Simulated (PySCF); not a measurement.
Compound: C6H6F2O.
Geometry (GFN2-xTB, Å), atoms numbered from 1 in this order:
```
atom  x, y, z in Å
C1    -2.101   -0.205    0.102
C2    -0.640    0.102    0.026
C3    -0.170    1.339   -0.022
F4    -0.952    2.425   -0.007
O5     1.137    1.726   -0.093
C6     2.020    0.699   -0.111
F7     3.268    1.169   -0.178
C8     1.735   -0.590   -0.070
C9     0.314   -1.068    0.005
H10   -2.314   -0.776    1.006
H11   -2.397   -0.812   -0.753
H12   -2.691    0.706    0.112
H13    2.530   -1.313   -0.091
H14    0.169   -1.679    0.905
H15    0.087   -1.714   -0.851
```

Method: TDDFT PBE0/def2-SVPD, vertical, gas phase, core orbitals frozen in the response (PySCF 2.14.0, density-fitted response routines).

Ground-to-excited transition dipoles (e·a0, same axes as the geometry; the sign carries no meaning), for the states with f of 0.002 or more among the lowest 5:

```json
{"state": "S1", "E (eV)": "5.477", "μx": "-0.439", "μy": "0.020", "μz": "0.020"}
{"state": "S3", "E (eV)": "6.629", "μx": "-0.007", "μy": "-0.001", "μz": "-0.156"}
{"state": "S4", "E (eV)": "6.644", "μx": "0.016", "μy": "0.007", "μz": "0.349"}
{"state": "S5", "E (eV)": "6.723", "μx": "-0.034", "μy": "-0.110", "μz": "0.001"}
```

Question: Work out the oscillator strengths.

Answer: f = (2/3) ΔE |μ|² with ΔE in hartree (27.2114 eV).

```tsv
state	|μ|² (au)	|μ| (D)	f
S1	0.194	1.12	0.026
S3	0.024	0.40	0.004
S4	0.122	0.89	0.020
S5	0.013	0.29	0.002
```

Question: What is the point group, and which symmetry does each of these states have?

Answer: Cs. Polarised normal to the mirror plane, so A″: S3 and S4. Polarised in the mirror plane, so A′: S1 and S5.

Question: What angle do the transition dipoles of S1 and S4 make?

Answer: |cos θ| = |μa·μb| / (|μa| |μb|) = 0.00, so θ ≈ 90° (taken between 0 and 90°, since the signs are arbitrary).

Question: What peak molar absorption coefficient would the strongest computed level give as a lone Gaussian band 0.4 eV wide at half height?

Answer: ε(max) = 2.175×10⁸ f / FWHM, with the width in cm⁻¹. S1: 2.175×10⁸ × 0.0260 / 3226 ≈ 1800 L mol⁻¹ cm⁻¹.
